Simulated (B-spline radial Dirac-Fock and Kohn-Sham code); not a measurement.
# Cross section and asymmetry of the 4d3/2 subshell of Ho²⁺

System: the Ho²⁺ ion, configuration [Xe] 4f11. The computed 4d3/2 threshold is 192.4 eV; without correlation, outer thresholds are uncertain by 1 to 2 eV. With an open shell the threshold is an average over the terms of the final ion.

Method: a relativistic central-field model (Hartree-Slater potential of the initial state, Latter tail, multipole expansion of the photon field, Dirac-Fock thresholds). Computed with a radial finite-basis atomic code. Interchannel coupling and autoionising resonances are not included, so magnitudes near threshold are approximate.

```csv
kinetic energy (eV),σ (Mb),β
1.5,0.481,-0.81
1.9,0.481,-0.77
2.3,0.480,-0.72
2.9,0.478,-0.65
3.7,0.476,-0.57
4.6,0.472,-0.47
5.7,0.466,-0.35
7.2,0.458,-0.21
9.0,0.445,-0.04
11.2,0.427,0.15
14.0,0.402,0.36
17.5,0.369,0.58
21.9,0.327,0.81
27.4,0.279,1.00
34.2,0.229,1.10
42.8,0.184,0.98
53.5,0.151,0.54
66.9,0.136,-0.18
83.7,0.140,-0.79
104.7,0.163,-0.99
130.9,0.198,-0.82
163.6,0.237,-0.50
204.6,0.268,-0.16
255.8,0.285,0.15
319.9,0.284,0.42
400.0,0.264,0.65
```

The cross section has a minimum of 0.14 Mb near 67 eV kinetic energy, a Cooper minimum, where a dipole matrix element changes sign; it needs a radial node in the bound orbital. It is largest at the lowest energy, 0.481 Mb. β ranges from -0.99 (at 104.7 eV) to 1.10.
